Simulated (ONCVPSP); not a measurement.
**Sc (Z = 21): one change to an ONCV potential, before and after**

- Element: scandium
- Generator: ONCVPSP 4.0.1
- Type: optimised norm-conserving Vanderbilt (ONCV)
- Functional: PBE
- Relativity: scalar-relativistic
- Frozen core: [Ar]
- Valence charge: 3
- Reference configuration: 3d1 4s1 (charge +1)
- Partial waves: 4s: rc 2.35 bohr, ncon 4, nbas 7, qcut 3 1/bohr, 1 projector; p scattering state at 0.03 Ha: rc 2.45 bohr, ncon 4, nbas 7, qcut 2.8 1/bohr, 1 projector; 3d: rc 1.80 bohr, ncon 3, nbas 8, qcut 9.5 1/bohr, 2 projectors, debl 0.8 Ha
- Local potential: polynomial inside 1.60 bohr (lpopt 3, dvloc0 4 Ha)
- Core correction: polynomial model core, fcfact 0.25

In the p channel the program set the typed energies aside and used 0.050 Ha.

All-electron outer shells of the reference configuration (PBE, scalar-relativistic, ld1.x):

```tsv
shell	level (eV)	outermost node (bohr)	outermost maximum (bohr)
3p	-40.62	0.39	0.97
3d	-9.97	–	1.10
4s	-9.73	1.32	2.91
```

Change: d: rc 2.04.

Cutoffs: the cutoffs (Ha) at which the residual kinetic energy of the hardest occupied pseudo-wave falls to 1 and 0.1 mHa per electron; they do not see the model core or the augmentation charge, which bear on the density cutoff. Errors are all-electron minus pseudo energies relative to the spin-unpolarised reference configuration.

**Question.** How do hardness, ghosts and transferability respond?

**Answer.** The potential gets softer (29 Ha and 34 Ha → 26 Ha and 31 Ha); of the 4 tests that both files solve, the error grows in 0 and shrinks in 1 by more than 15 % and 0.3 meV (median size 18.6 → 12.3 meV); neither file shows a bound ghost. A larger radius leaves more room for a smooth pseudo-wave, so fewer plane waves are needed.

| quantity | base | changed |
| --- | --- | --- |
| cutoff, loose | 29 Ha | 26 Ha |
| cutoff, tight | 34 Ha | 31 Ha |
| loose cutoff by channel | s 4.5 Ha, d 29 Ha | s 4.5 Ha, d 26 Ha |
| bound ghosts | none | none |
| GHOST(+) flags under 300 eV | none | none |
| error for 3d1 4s2, meV [ΔE -6.90 eV] | +10 | +11 |
| error for 3d1 4s0, meV [ΔE 12.77 eV] | +27 | +27 |
| error for 3d1 4s1.5, meV [ΔE -4.14 eV] | +3.6 | +3.7 |
| error for 3d0 4s2, meV [ΔE 1.48 eV] | -43 | -14 |
| s: phases at 2.39 bohr within 0.05 rad from the reference energy up to (Ha; the scan ends near 5) | -0.0 | -0.0 |
| p: phases at 2.49 bohr within 0.05 rad from the reference energy up to (Ha; the scan ends near 5) | 0.4 | 0.4 |
| rms error of d²Exc/dni dnj with the model core, mHa | 17.38 | 17.10 |
